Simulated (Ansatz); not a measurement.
Cl3SV (`[S]=[V]([Cl])([Cl])[Cl]`), relaxed with RKS PBE-D4/def2-SVP in Ansatz 0.2.0 from a rough embedded geometry. The force threshold is 0.03 eV/Å; the program also tests the step.

The species carries charge 0 and has multiplicity 1.

Start:

```xyz
5

S    -0.929   -1.209   -1.399
V    -0.031   -0.032   -0.069
Cl    0.526   -1.331    1.764
Cl    1.889    0.874   -0.901
Cl   -1.455    1.697    0.606
```

(1) How much energy does the relaxation release, and in how many steps? (Best estimate.)

(2) Which bonds change most? (An estimate is asked.)

(3) Give the relaxed structure. (An estimate is asked.)

Results:

(1) Computed: 59.07 kJ/mol, in 3 steps.

(2) Ansatz gave: V2–Cl5 from 2.339 to 2.139 Å; V2–Cl3 from 2.314 to 2.139 Å; V2–Cl4 from 2.280 to 2.139 Å; S1–V2 from 1.991 to 2.004 Å.

(3) The calculation gave: 
```xyz
5

S    -0.903   -1.146   -1.379
V    -0.002   -0.002   -0.002
Cl    0.483   -1.230    1.680
Cl    1.773    0.821   -0.867
Cl   -1.351    1.556    0.568
```
